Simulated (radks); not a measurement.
The numbers below are computed, except where a source is named.
Task: Radial electron density D(r) = 4 pi r^2 rho(r) of an atom or ion with 26 electrons. Level of theory: scalar-relativistic Kohn-Sham, PBE, spin-polarised, spherical densities, point nucleus (a radial shooting solver on a logarithmic mesh with Libxc functionals).

r (bohr)  D(r) (e/bohr)   spin D(r)
0.001731         0.6567  -0.0000203
0.001967         0.8318  -0.0000256
0.002254          1.067  -0.0000329
0.002562          1.346  -0.0000415
0.002935          1.719  -0.0000529
0.003336          2.156  -0.0000664
0.003791          2.697  -0.0000830
0.004343          3.407   -0.000105
0.004936          4.228   -0.000130
0.00561           5.221   -0.000160
0.006428          6.496   -0.000199
0.007306          7.928   -0.000243
0.00837           9.724   -0.000297
0.009513          11.69   -0.000357
0.01081           13.93   -0.000424
0.01239           16.59   -0.000504
0.01408           19.32   -0.000585
0.016             22.22   -0.000671
0.01833           25.35   -0.000763
0.02083           28.22   -0.000847
0.02387           30.99   -0.000927
0.02713           33.12   -0.000987
0.03083           34.61    -0.00103
0.03533           35.31    -0.00103
0.04015           35.07   -0.000980
0.046             33.92   -0.000821
0.05228           32.24   -0.000478
0.05942           30.36    0.000244
0.06808           28.71     0.00185
0.07737           28.03     0.00488
0.08794           28.59      0.0107
0.1007            30.65      0.0222
0.1145            33.65      0.0415
0.1312            37.11      0.0765
0.1491            39.56       0.130
0.1695            40.22       0.212
0.1942            38.30       0.341
0.2207            34.16       0.510
0.2508            28.67       0.730
0.2873            22.92        1.02
0.3266            19.08        1.33
0.3741            17.58        1.68
0.4252            18.42        1.99
0.4833            20.36        2.23
0.5537            22.07        2.35
0.6293            22.18        2.33
0.721             20.27        2.16
0.8195            16.97        1.89
0.9314            13.03        1.55
1.067             8.983        1.17
1.213             5.853       0.842
1.378             3.555       0.561
1.579             1.947       0.333
1.795             1.032       0.185
2.056            0.4849      0.0881
2.337            0.2167      0.0385
2.656           0.08618      0.0145
3.043           0.02753     0.00417
3.459          0.007828     0.00103
3.931          0.001808    0.000195
4.504         0.0002932   0.0000229

What is the nuclear charge?

Result: Z = 29. The innermost maximum, from 1s, lies near gamma/Z bohr with gamma = sqrt(1 - (Z/c)^2) = 0.977, here 0.0337 bohr (found: 0.0365), and its height grows with Z. The density is that of the copper ion Cu3+ in [Ar] 3d8; the configuration itself is not fixed sharply by these data, and Z only to about a unit. D(r) has 3 maxima, at r = 0.0365, 0.165, 0.595 bohr, and minima at 0.0780, 0.377 bohr, inside which lie 2.09, 10.84 electrons.
